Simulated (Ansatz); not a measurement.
Input for Ansatz (a first-principles code): U-CCSD(T)/cc-pVDZ on BF2HO (SMILES OB(F)F), a point of a bond scan (R = 1.066 Å).

Ansatz 0.2 input:
```yaml
crystal:
  periodic: [false, false, false]
  atoms:
    - {symbol: B, position_ang: [-0.01132654, -0.00676178, 0.01792770]}
    - {symbol: F, position_ang: [1.02681883, -0.17268466, -0.15776448]}
    - {symbol: F, position_ang: [-0.53872025, -0.47351002, 1.13641053]}
    - {symbol: O, position_ang: [-0.79276045, 0.65749755, -0.85724911]}
    - {symbol: H, position_ang: [-0.32999807, 0.96290708, -1.64415257]}
basis:
  gaussian:
    orbitals: cc-pVDZ
correlation: {method: ccsd_t, electrons: outside_noble_gas}
scf: {omitted_lower_state_checks: [cluster_reference]}
magnetization: {spin_polarized: true, initial_magnetization: 0}
```

The head of its log:

```
WARN ansatz: RAYON_NUM_THREADS=1 ignored (pool sized by the plan → 1); use --threads N
Functional definition: HF
these checks for a lower state are left out or cut short: cluster_reference
integrals: 0.05 GiB planned
558 factors; integrals over basis functions are off by at most 1.4e-3 eV
mean field: 0.16 GiB planned
mean field evaluation 1: about -8136.4174 eV, gradient 2.7e1 eV
mean field evaluation 2: about -8136.5619 eV, gradient 2.8e1 eV
mean field evaluation 4: about -8139.1327 eV, gradient 1.5e0 eV
mean field evaluation 8: about -8139.1590 eV, gradient 1.4e-1 eV
mean field -8139.15909150 eV, -299.1085796926 hartree, gradient 1.5e-6 eV, S^2 0.000000; 0 other end points of the search recorded, 0 dependent functions left out
4 core orbitals not correlated
reference -8139.15909150 eV, -299.1085796926 hartree; 12, 12 occupied and 45, 45 virtual orbitals, 558 factors
```

Q: Give the final energy of this run.

A: -299.7568 hartree (reference determinant -299.1086, T1 diagnostic 0.011).
